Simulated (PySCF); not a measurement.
## Structure from 2D NMR

Compound of formula C$_{5}$H$_{4}$F$_{3}$NO. Correlations simulated from computed shifts and the bond graph:

HSQC (one-bond C–H):
```tsv
δH	δC
7.54	135.4
5.96	125.5
```

COSY cross peaks (H two or three bonds apart, from the bond graph; peaks can be absent where the dihedral angle is near 90°):
```tsv
δH	δH
7.54	5.96
4.93	4.70
```

HMBC (two and three bonds, from the bond graph):
```tsv
δH	δC
7.54	169.2, 164.5, 138.4, 125.5
5.96	164.5, 138.4, 135.4
4.93	164.5, 125.5
4.70	164.5, 125.5
```

Carbons without hydrogens: δ 169.2, 164.5, 138.4.

- GIAO PBE0/pcSseg-1 shieldings
- geometry from GFN2-xTB
- program: PySCF 2.14.0 with density-fitted response routines
- relativity neglected, one computed conformer, gas phase

δ = σ(ref) − σ, references computed at the same level: 1H (σ = 31.72 ppm), 13C (σ = 186.93 ppm) against TMS.

Exchangeable hydrogens are left out of these lists.

Question: Work out the connectivity.

Answer: `NC(=O)/C=C/C(F)=C(F)F`.

Atom-mapped SMILES (the numbers label the heavy atoms): `[NH2:1][C:2](=[O:3])/[CH:4]=[CH:5]/[C:6]([F:7])=[C:8]([F:9])[F:10]`. Hydrogens are named by the atom that carries them. Ha(N1) is cis to the C=O or C=S heteroatom; Hb(N1) is trans to the C=O or C=S heteroatom.

1. δC 169.2 is C8, a fully substituted alkene carbon.
2. δC 164.5 is C2, an amide carbonyl carbon.
3. δC 138.4 is C6, a fully substituted alkene carbon.
4. δC 135.4 is C5, a β carbon of a C=C–C=O unit (δH 7.54).
5. δC 125.5 is C4, an α carbon of a C=C–C=O unit (δH 5.96).
6. HMBC from δH 7.54 reaches the proton-free carbons C8, C2, C6.
7. HMBC from δH 5.96 reaches the proton-free carbons C2, C6.
8. COSY links 7.54–5.96, 4.93–4.70.

The shifts were computed for this structure.

OH and NH positions are those of a molecule without intermolecular hydrogen bonds; in solution they move with solvent, concentration and temperature, and exchange usually removes their couplings. The two substituents on the amide-type nitrogen aren't averaged: C–N rotation is slow on the NMR time scale. Shifts are as computed. Against solution values, carbons near 30 ppm lie about +3 ppm off and those near 130 ppm about +5 ppm. Of 1211 compounds with measured shifts, 218 miss one by over three times the rms of a fit or turn the order of signals round; such compounds aren't used in these exercises. Hydrogen bonding in solution deshields acid and N–H amide carbonyl carbons by as much as 10 ppm beyond these values.
